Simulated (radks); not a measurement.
All-electron atom: the holmium ion Ho2+ in [Xe] 4f11.

All-electron calculation, scalar-relativistic Kohn-Sham, BLYP, spin-polarised, spherical densities, finite nucleus; open shells are filled with parallel spins first (spin-orbit coupling, left out, can overturn this in heavy ions); Fermi nuclear charge, rms radius 5.2022 fm. Program: a radial shooting solver on a logarithmic mesh with Libxc functionals.

Energy parts (hartree):
total: -12615.4059
kinetic: 13641.2825
electron-nucleus: -30879.5163
Hartree: 4893.6685
exchange-correlation: -270.8406

Orbitals (lengths in bohr, moments of r in powers of bohr; r(90%) holds 90 % of the orbital's charge):
| orbital | occ. | eigenvalue (hartree) | r(90%) | <r^2> | <r^4> | <1/r> |
|---|---|---|---|---|---|---|
| 1s up | 1 | -2039.879 | 0.0376 | 0.0005882 | 9.254e-07 | 76.04 |
| 1s down | 1 | -2039.879 | 0.0376 | 0.0005882 | 9.254e-07 | 76.04 |
| 2s up | 1 | -341.6446 | 0.136 | 0.009169 | 0.0001447 | 17.69 |
| 2s down | 1 | -341.6435 | 0.136 | 0.009169 | 0.0001446 | 17.69 |
| 2p up | 3 | -302.7767 | 0.127 | 0.007439 | 0.0001094 | 16.38 |
| 2p down | 3 | -302.7759 | 0.127 | 0.007439 | 0.0001094 | 16.38 |
| 3s up | 1 | -76.71078 | 0.337 | 0.06041 | 0.005501 | 6.514 |
| 3s down | 1 | -76.66619 | 0.337 | 0.06036 | 0.005493 | 6.517 |
| 3p up | 3 | -64.83061 | 0.342 | 0.06074 | 0.005797 | 6.096 |
| 3p down | 3 | -64.78616 | 0.342 | 0.06068 | 0.005787 | 6.099 |
| 3d up | 5 | -49.73849 | 0.323 | 0.05074 | 0.004567 | 5.781 |
| 3d down | 5 | -49.70445 | 0.323 | 0.05068 | 0.004555 | 5.784 |
| 4s up | 1 | -15.59661 | 0.745 | 0.3039 | 0.1344 | 2.750 |
| 4s down | 1 | -15.49860 | 0.746 | 0.3040 | 0.1346 | 2.749 |
| 4p up | 3 | -11.68621 | 0.800 | 0.3444 | 0.1777 | 2.519 |
| 4p down | 3 | -11.58974 | 0.801 | 0.3446 | 0.1780 | 2.518 |
| 4d up | 5 | -6.40254 | 0.897 | 0.4131 | 0.2791 | 2.222 |
| 4d down | 5 | -6.30813 | 0.898 | 0.4140 | 0.2809 | 2.220 |
| 4f up | 7 | -0.66674 | 1.46 | 0.9402 | 2.858 | 1.614 |
| 4f down | 4 | -0.58562 | 1.52 | 1.026 | 3.687 | 1.586 |
| 5s up | 1 | -2.39199 | 1.84 | 1.821 | 4.963 | 1.042 |
| 5s down | 1 | -2.34627 | 1.85 | 1.846 | 5.111 | 1.034 |
| 5p up | 3 | -1.48284 | 2.22 | 2.581 | 10.48 | 0.8663 |
| 5p down | 3 | -1.45003 | 2.24 | 2.632 | 10.93 | 0.8567 |

The highest occupied level is 4f down at -15.936 eV. The density falls to 0.001 e/bohr^3 at r = 3.39 bohr. The electron density at the nucleus is 8.477e+05 e/bohr^3 (large components only). Summed over all electrons, <r^2> = 37.86 bohr^2, which gives a Langevin (diamagnetic) susceptibility term of -30 x 10^-6 cm^3/mol. For comparison, the ionisation energy in NIST's Atomic Spectra Database is 22.79 eV (semi-empirical). In exact Kohn-Sham theory the highest level is minus the ionisation energy, but local and semilocal functionals leave it too shallow, through self-interaction and a potential that decays too fast; potentials with the right tail come closer.
